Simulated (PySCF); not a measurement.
Peak assignment

Geometry:
| atom | x (Å) | y (Å) | z (Å) |
| --- | --- | --- | --- |
| Si1 | 3.061 | 0.368 | 0.559 |
| O2 | 1.533 | -0.141 | 0.320 |
| C3 | 0.403 | 0.505 | 0.021 |
| C4 | 0.165 | 1.814 | -0.177 |
| Si5 | -1.652 | 1.540 | -0.502 |
| C6 | -0.893 | -0.220 | -0.151 |
| Si7 | -0.797 | -1.435 | -1.606 |
| Si8 | -1.398 | -1.080 | 1.463 |
| H9 | 3.579 | 1.029 | -0.640 |
| H10 | 3.700 | -0.911 | 0.831 |
| H11 | 3.129 | 1.298 | 1.687 |
| H12 | 0.885 | 2.614 | -0.125 |
| H13 | -2.613 | 2.014 | 0.494 |
| H14 | -2.156 | 1.745 | -1.859 |
| H15 | 0.146 | -2.521 | -1.330 |
| H16 | -2.130 | -1.994 | -1.840 |
| H17 | -0.352 | -0.725 | -2.811 |
| H18 | -2.746 | -1.631 | 1.302 |
| H19 | -0.467 | -2.159 | 1.804 |
| H20 | -1.402 | -0.101 | 2.558 |

[PySCF 2.14: structure optimised with GFN2-xTB; shielding tensors at PBE0/pcSseg-1 (GIAO); no relativistic terms; gas phase; averaged over atoms made equivalent by symmetry, fast rotation or ring inversion; one conformer]

References, each an isolated molecule treated in the same way: ¹³C (σref 186.93), ¹H (σref 31.72) against TMS.

(1) Assign these signals to the numbered atoms. ¹³C{¹H} NMR (computed): δ 176.7 (C), 91.5 (CH), 15.5 (C).

(2) Assign these signals to the numbered atoms. ¹H NMR (400 MHz, computed): δ 5.02 (s, 3H), 4.53 (m, 2H), 4.18 (t, 1H), 4.13 (s, 6H).

Results:

(1) 
176.7 → C3, alkene carbon bearing oxygen: an sp2 carbon further deshielded by the attached heteroatom
91.5 → C4, β carbon of an enol-ether or enamine type C=C: the O or N lone pair pushes π density onto this β carbon and shields it
15.5 → C6, allylic fully substituted sp3 carbon bonded to 3 Si

(2) 
5.02 → H9/H10/H11, hydrogen on a silicon bonded to O
4.53 → H13/H14, hydrogen on a silicon bonded to 2 C, in a 4-membered ring
4.18 → H12, hydrogen on a β carbon of an enol-ether or enamine type C=C: lone-pair donation from O or N shields it, upfield of ordinary alkene protons
4.13 → H15/H16/H17/H18/H19/H20, hydrogen on a silicon bonded to C

H12 and H15/H16/H17/H18/H19/H20 lie closer than the usual error of such a calculation, so a measured spectrum could show them in the other order.

Shifts are as computed. Against solution values, carbons near 30 ppm lie about +3 ppm off and those near 130 ppm about +5 ppm. Of 1211 compounds with measured shifts, 218 miss one by over three times the rms of a fit or turn the order of signals round; such compounds aren't used in these exercises. No couplings were computed; multiplicities are counted from neighbouring protons, with m where these are inequivalent, close in shift, in a saturated or five-membered ring or joined by F or P, and br s for small geminal =CH2 splittings.
